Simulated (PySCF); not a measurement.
**K2: everyday levels beside a composite calculation**

PySCF; the state is a singlet (closed shell). The composite is CCSD(T) extrapolated to the basis-set limit from two correlation-consistent sets, with core-valence (CV) and scalar-relativistic (SR) terms as its label shows; it has no spin–orbit coupling and nothing beyond (T). Here it is CCSD(T)/CBS(DT). It gives Re = 3.897 Å, ωe = 93.4 cm⁻¹ and De = 0.55 eV to K + K.

```
      level       basis     relativity  Re (Å)  ωe (cm⁻¹)  De (eV)
    RHF-MP2     pcseg-1  no relativity   4.014       97.4     0.37
RHF-SCS-MP2     pcseg-1  no relativity   4.036       96.5     0.43
RHF-CCSD(T)     pcseg-1  no relativity   4.054       93.5     0.54
        PBE     pcseg-1  no relativity   4.005       89.9     0.59
        PBE    def2-SVP  no relativity   4.008       88.9     0.59
     r²SCAN     pcseg-1  no relativity   4.087       90.5     0.39
     r²SCAN    def2-SVP  no relativity   4.093       88.9     0.41
       PBE0  def2-TZVPP  no relativity   4.011       91.1     0.50
       MN15     pcseg-1  no relativity   3.798        105     0.69
  CAM-B3LYP     pcseg-1  no relativity   3.933       96.8     0.45
```

**Question.** Give the difference of each row from the composite.

**Answer.** 

```tsv
level	basis	ΔRe (pm)	Δωe (%)	ΔDe (eV)
RHF-MP2	pcseg-1	+11.7	+4.3	-0.18
RHF-SCS-MP2	pcseg-1	+13.9	+3.3	-0.12
RHF-CCSD(T)	pcseg-1	+15.7	+0.1	-0.01
PBE	pcseg-1	+10.8	-3.7	+0.04
PBE	def2-SVP	+11.1	-4.8	+0.04
r²SCAN	pcseg-1	+19.0	-3.1	-0.16
r²SCAN	def2-SVP	+19.6	-4.8	-0.14
PBE0	def2-TZVPP	+11.4	-2.5	-0.05
MN15	pcseg-1	-9.9	+12.4	+0.14
CAM-B3LYP	pcseg-1	+3.6	+3.6	-0.10
```

**Question.** Which rows come closest in De?

**Answer.** RHF-CCSD(T) in pcseg-1 (-0.01 eV), counted from the composite.

Correlated steps freeze 10 core orbitals. Closed-shell solutions of metal pairs were not tested for spin polarisation, which can lower them a little. Correlated levels converge slowly with the basis: in double zeta they bind strong bonds too weakly, by up to about 1 eV, and carry superposition errors of some tenths. Where the molecule has an RHF reference, its open-shell atoms are computed with UHF.
